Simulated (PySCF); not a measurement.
A structure optimised at PBE-D3(BJ)/def2-SVP, used in a PySCF frequency run:

```xyz
12

Te     0.0600    -0.4003     1.0446
I     -0.5983     1.4958    -0.8214
C      0.6142    -2.0081    -0.3883
C      0.9033    -3.2411     0.4653
C      1.7699    -1.5977    -1.2860
H     -0.3131    -2.1551    -0.9776
H      1.1477    -4.1009    -0.1954
H      1.7793    -3.0846     1.1298
H      0.0365    -3.5382     1.0898
H      1.5407    -0.6782    -1.8603
H      1.9800    -2.4085    -2.0185
H      2.6938    -1.4173    -0.6996
```

Task: Write its SMILES and formula.

Result: CC(C)[Te]I, C₃H₇ITe

Task: What are its rotational constants (standard atomic weights)?

Result: 2.4529, 0.67898, 0.55332 GHz
